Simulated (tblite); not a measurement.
C₇H₁₀ClFO.
Numbering: `[CH2:1]=[CH:2][C@@:3]([CH3:4])([C:5](=[O:6])[Cl:7])[C@@H:8]([CH3:9])[F:10]` (hydrogens: H11, H12 on C1; H13 on C2; H14, H15, H16 on C4; H17 on C8; H18, H19, H20 on C9)

Computed with GFN2-xTB (tblite), gas phase: L-BFGS steps from a force-field or distance-geometry start until the largest atomic force falls under 0.01 eV/Å.

Step 14: E = -909.1916 eV
```
atom  x, y, z in Å  |  force x, y, z in eV/Å
C1      2.1198    0.2791   -1.1225   -0.025  -0.001   0.036
C2      1.3091    0.2450   -0.0825   -0.015   0.028  -0.011
C3     -0.0494   -0.4112   -0.0239    0.002  -0.070   0.021
C4     -0.3564   -1.2840   -1.2505    0.009  -0.030  -0.034
C5     -0.1150   -1.3236    1.1765    0.096  -0.068  -0.046
O6     -0.9514   -1.3796    2.0139    0.000  -0.016   0.031
Cl7     1.2543   -2.4440    1.2239   -0.043   0.051   0.028
C8     -1.1814    0.6370    0.1231   -0.011   0.029  -0.034
C9     -0.9876    1.6638    1.2242   -0.012   0.019   0.025
F10    -1.3031    1.3082   -1.0760    0.004   0.061  -0.091
H11     1.8961   -0.1930   -2.0616   -0.026   0.012  -0.022
H12     3.0612    0.7983   -1.0659    0.003  -0.019  -0.002
H13     1.5975    0.7320    0.8382    0.018   0.015   0.027
H14    -1.3005   -1.8061   -1.1088   -0.009  -0.001  -0.001
H15     0.4295   -2.0160   -1.4049    0.033  -0.026   0.007
H16    -0.4399   -0.6529   -2.1308   -0.004   0.011  -0.005
H17    -2.1293    0.1006    0.2604   -0.016   0.014   0.023
H18    -0.8285    1.1643    2.1736   -0.009   0.009   0.030
H19    -1.8827    2.2767    1.2898   -0.014   0.020   0.039
H20    -0.1474    2.3161    1.0007    0.020  -0.040  -0.021
```

Step 15: E = -909.1927 eV
```
atom  x, y, z in Å  |  force x, y, z in eV/Å
C1      2.1170    0.2793   -1.1201   -0.013  -0.003   0.018
C2      1.3076    0.2458   -0.0790   -0.013   0.032  -0.020
C3     -0.0522   -0.4108   -0.0231    0.028  -0.050   0.019
C4     -0.3556   -1.2843   -1.2502    0.012  -0.019  -0.031
C5     -0.1131   -1.3245    1.1770    0.036  -0.028  -0.052
O6     -0.9484   -1.3828    2.0157   -0.010  -0.008   0.035
Cl7     1.2560   -2.4378    1.2211    0.008   0.007   0.032
C8     -1.1843    0.6383    0.1208    0.009   0.026  -0.025
C9     -0.9872    1.6635    1.2238   -0.013   0.009   0.009
F10    -1.3026    1.3096   -1.0793    0.008   0.050  -0.063
H11     1.8891   -0.1933   -2.0583   -0.019   0.021  -0.019
H12     3.0608    0.7961   -1.0680   -0.020  -0.028   0.008
H13     1.5995    0.7315    0.8419   -0.004   0.003   0.015
H14    -1.2994   -1.8072   -1.1107   -0.013  -0.005   0.003
H15     0.4318   -2.0152   -1.4022    0.030  -0.028   0.002
H16    -0.4383   -0.6537   -2.1310   -0.002   0.010  -0.004
H17    -2.1337    0.1040    0.2566   -0.007   0.015   0.025
H18    -0.8272    1.1593    2.1714   -0.019   0.032   0.014
H19    -1.8804    2.2795    1.2910   -0.004   0.010   0.046
H20    -0.1447    2.3133    0.9995    0.006  -0.047  -0.013
```

Step 16: E = -909.1933 eV
```
atom  x, y, z in Å  |  force x, y, z in eV/Å
C1      2.1155    0.2792   -1.1189   -0.006  -0.004  -0.001
C2      1.3066    0.2468   -0.0776   -0.011   0.023  -0.013
C3     -0.0532   -0.4114   -0.0227    0.024  -0.013   0.001
C4     -0.3550   -1.2849   -1.2507    0.012  -0.011  -0.017
C5     -0.1117   -1.3257    1.1768   -0.017   0.002  -0.029
O6     -0.9466   -1.3844    2.0166   -0.002  -0.004   0.019
Cl7     1.2566   -2.4347    1.2206    0.043  -0.023   0.032
C8     -1.1855    0.6394    0.1192    0.014   0.014  -0.015
C9     -0.9872    1.6636    1.2238   -0.010  -0.002  -0.007
F10    -1.3022    1.3112   -1.0820    0.013   0.027  -0.022
H11     1.8856   -0.1930   -2.0571   -0.015   0.025  -0.012
H12     3.0603    0.7946   -1.0688   -0.025  -0.027   0.013
H13     1.6004    0.7314    0.8438   -0.016  -0.004   0.003
H14    -1.2991   -1.8077   -1.1114   -0.006  -0.006   0.001
H15     0.4335   -2.0154   -1.4010    0.020  -0.023  -0.003
H16    -0.4376   -0.6538   -2.1311    0.001   0.004  -0.002
H17    -2.1357    0.1059    0.2554    0.001   0.020   0.014
H18    -0.8270    1.1576    2.1708   -0.022   0.037   0.002
H19    -1.8795    2.2810    1.2926    0.004   0.006   0.043
H20    -0.1432    2.3111    0.9986    0.001  -0.041  -0.007
```

Step 17: E = -909.1937 eV
```
atom  x, y, z in Å  |  force x, y, z in eV/Å
C1      2.1145    0.2791   -1.1183   -0.005  -0.003  -0.014
C2      1.3057    0.2478   -0.0770   -0.010   0.007  -0.003
C3     -0.0534   -0.4121   -0.0226    0.006   0.016  -0.016
C4     -0.3544   -1.2857   -1.2513    0.010  -0.005  -0.003
C5     -0.1112   -1.3267    1.1764   -0.042   0.017   0.000
O6     -0.9455   -1.3854    2.0173    0.009  -0.002  -0.002
Cl7     1.2576   -2.4334    1.2211    0.053  -0.032   0.028
C8     -1.1860    0.6403    0.1178    0.010   0.002  -0.006
C9     -0.9875    1.6636    1.2237   -0.006  -0.008  -0.015
F10    -1.3017    1.3128   -1.0840    0.017   0.005   0.012
H11     1.8834   -0.1923   -2.0569   -0.014   0.025  -0.007
H12     3.0596    0.7932   -1.0689   -0.018  -0.020   0.014
H13     1.6006    0.7313    0.8449   -0.022  -0.007  -0.005
H14    -1.2990   -1.8080   -1.1118    0.005  -0.005  -0.003
H15     0.4348   -2.0161   -1.4004    0.007  -0.015  -0.007
H16    -0.4373   -0.6537   -2.1313    0.005  -0.004   0.000
H17    -2.1366    0.1073    0.2551    0.008   0.023   0.001
H18    -0.8274    1.1576    2.1708   -0.021   0.031  -0.004
H19    -1.8791    2.2819    1.2944    0.008   0.004   0.033
H20    -0.1423    2.3091    0.9980    0.001  -0.028  -0.003
```

Problem. Estimate the geometry and energy of step 18. (The exact step hangs on the optimiser's Hessian estimate; all steps are aligned on step 17, rigid shifts and turns removed.)

Solution. E = -909.1941 eV, largest force 0.053 eV/Å
```
atom  x, y, z in Å  |  force x, y, z in eV/Å
C1      2.1134    0.2789   -1.1180   -0.007  -0.001  -0.020
C2      1.3049    0.2489   -0.0766   -0.008  -0.011   0.005
C3     -0.0535   -0.4125   -0.0228   -0.015   0.028  -0.023
C4     -0.3537   -1.2865   -1.2519    0.006  -0.001   0.008
C5     -0.1113   -1.3274    1.1759   -0.038   0.019   0.023
O6     -0.9445   -1.3863    2.0181    0.015   0.001  -0.021
Cl7     1.2596   -2.4328    1.2221    0.042  -0.024   0.022
C8     -1.1863    0.6410    0.1165    0.002  -0.007   0.003
C9     -0.9880    1.6635    1.2233   -0.001  -0.008  -0.014
F10    -1.3008    1.3143   -1.0857    0.020  -0.011   0.034
H11     1.8811   -0.1911   -2.0568   -0.013   0.021  -0.007
H12     3.0588    0.7917   -1.0688   -0.005  -0.010   0.013
H13     1.6004    0.7312    0.8459   -0.024  -0.009  -0.009
H14    -1.2989   -1.8085   -1.1123    0.016  -0.003  -0.005
H15     0.4361   -2.0170   -1.4001   -0.005  -0.005  -0.009
H16    -0.4369   -0.6538   -2.1315    0.008  -0.011   0.000
H17    -2.1375    0.1092    0.2548    0.009   0.021  -0.013
H18    -0.8281    1.1581    2.1706   -0.017   0.018  -0.003
H19    -1.8785    2.2830    1.2967    0.009   0.004   0.018
H20    -0.1415    2.3067    0.9973    0.005  -0.011  -0.001
```

The energy changes by -0.0004 eV. The first-order estimate −F·Δx gives -0.0005 eV and the mean of the old and new forces, exact on a quadratic surface, -0.0004 eV. The step makes an angle of 56° with the force vector and moves no atom by more than 0.003 Å.

What follows is the cost of the whole relaxation. On one thread of an Intel Xeon Platinum 8488C, on a shared host, this took 0.78 s wall.
